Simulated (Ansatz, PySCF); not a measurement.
Molecule: HSiOCl2 (charge 0, doublet). SMILES: [O][SiH](Cl)Cl
Geometry: optimised at B3LYP-D3(BJ)/def2-TZVP (Ansatz, a first-principles code).

Quantity: atomisation energy, in kcal/mol. Terms: no dispersion term unless named; valence correlation only; open shells spin-unrestricted; non-relativistic; six Cartesian d functions in 6-31G* and its kin unless marked 5d; atomisation electronic, to ground-state atoms; 6-311+G** with 5d, 6d on Na to Ar in Ansatz; no spin-orbit coupling; LANL2DZ with its own core potentials from Na on. CBS(X,Y): correlation extrapolated as X^-3; Hartree-Fock from the larger set (for Q and 5 zeta extrapolated as (X+1)exp(-9√X)). First-principles rows: single points at B3LYP-D3(BJ) geometries (Ansatz).

Coupled cluster (Ansatz) is a level with limits of its own, used here on species with T1 under 0.025 (0.045 for open shells) and stable references: CCSD(T)/CBS(cc-pV(Q+d)Z,cc-pV(5+d)Z).

Value to compare with, CCSD(T)/CBS(cc-pV(Q+d)Z,cc-pV(5+d)Z) (Ansatz): 372.9 kcal/mol.

| level | program | atomisation energy (kcal/mol) | difference |
|---|---|---|---|
| HF/STO-3G | Ansatz | 290.3 | -82.6 |
| PBE/6-311+G** | Ansatz | 359.0 | -13.9 |
| BP86/def2-SVP | PySCF | 367.4 | -5.5 |
| BP86/6-31G* (5d) | PySCF | 363.9 | -9.0 |
| B3LYP/LANL2DZ | Ansatz | 281.3 | -91.6 |
| B3LYP/6-31G | Ansatz | 274.4 | -98.5 |
| B3LYP/6-31G* | Ansatz | 348.6 | -24.3 |
| B3LYP/6-31G** | Ansatz | 349.3 | -23.6 |
| MP2/3-21G | Ansatz | 246.1 | -126.8 |
| MP2/6-31G* | Ansatz | 330.4 | -42.5 |
| PBE0/def2-TZVPD | Ansatz | 366.4 | -6.5 |
| wB97M-V/def2-TZVPD | Ansatz | 373.2 | 0.3 |
| B2PLYP-D3(BJ)/def2-TZVPD | Ansatz + dftd3 | 364.8 | -8.1 |

Among the 10 habitual levels, MP2/3-21G lies farthest from CCSD(T)/CBS(cc-pV(Q+d)Z,cc-pV(5+d)Z) (Ansatz) (-126.8 kcal/mol) and BP86/def2-SVP nearest (-5.5); 0 of 10 lie above it, and their mean absolute difference is 51.8 kcal/mol, the median 33.4. One case shows no general order.

The levels are drawn from those run, B3LYP/6-31G* more often than the rest, none by its result; left out are runs that failed, that the program found above a lower state of the same kind, or whose <S^2> lies over 0.5 above the pure value.
